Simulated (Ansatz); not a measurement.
Calculated with Ansatz (gas phase, PBE0-D4/def2-TZVP geometries, no zero-point term in ΔE). CCSD(T)/CBS is the MP2 limit (def2-TZVPP, def2-QZVPP) plus CCSD(T) − MP2 in def2-TZVPP, frozen cores. This one scheme is used for every species, atoms too. Functionals use def2-TZVPP. HSE06 is defined as in plane-wave codes. Open shells (•) are unrestricted, without spin–orbit coupling. Spin–orbit coupling would lower the free atoms: a little for C, O. Bonds to Mg are less sure, by a few kJ/mol each and by 10 to 20 or more in all where they break to atoms, as the def2 sets lack core-valence functions. One conformer a species, not always the lowest.

Reaction (atomization): `C[N](C)[Mg][OH]` → 2 C• + 7 H• + Mg (atom) + N• + O•

`C[N](C)[Mg][OH]`:

```xyz
12

C     0.531    1.027    1.026
N     0.165    0.057    0.029
C     1.305   -0.298   -0.773
Mg   -1.573   -0.658   -0.192
O    -3.179   -1.383   -0.350
H    -0.326    1.311    1.648
H     0.926    1.958    0.582
H     1.312    0.653    1.710
H     1.736    0.571   -1.299
H     1.046   -1.038   -1.539
H     2.122   -0.734   -0.172
H    -4.067   -1.466   -0.670
```

CCSD(T)/CBS gives +1023.2 kcal/mol.

Task: Another level gave +1013.7 kcal/mol. Which?
A. ωB97X-V/def2-TZVPP
B. HSE06/def2-TZVPP
C. CCSD(T)/def2-TZVPP
D. ωB97M-V/def2-TZVPP

Result: B. HSE06 1013.7, ωB97X-V 1020.4, CCSD(T)/def2-TZVPP 990.0, ωB97M-V 1017.8 kcal/mol.

Task: What do rigid-rotor, harmonic-oscillator terms from PBE0-D4/def2-TZVP frequencies (298.15 K, 1 bar) make of the CCSD(T)/CBS value? (An estimate is asked.)

Result: Computed: ΔZPE = -58.3 kcal/mol, ΔH = +976.7 kcal/mol, ΔS = 1210 J/(mol·K), ΔG = +890.6 kcal/mol. Open shells count their whole term as degenerate.

Largest T1 diagnostic among the species: 0.011.

From BLYP to BHLYP (50 % exact exchange), in def2-TZVPP and without D4, ΔE moves by −29.8 kcal/mol: exact exchange takes away binding that semilocal exchange gives to molecules. In def2-TZVPP, CCSD(T) changes the Hartree–Fock value by +271.3 kcal/mol (the triples alone add +14.6 kcal/mol) and MP2 by +289.7 kcal/mol; breaking electron pairs costs correlation energy, which Hartree–Fock lacks.

For atomizations the MP2-based limit and the directly extrapolated one differ by several kJ/mol either way, and by 10 to 25 for some Ge, Se and Sn compounds, so smaller differences from it don't rank the levels.
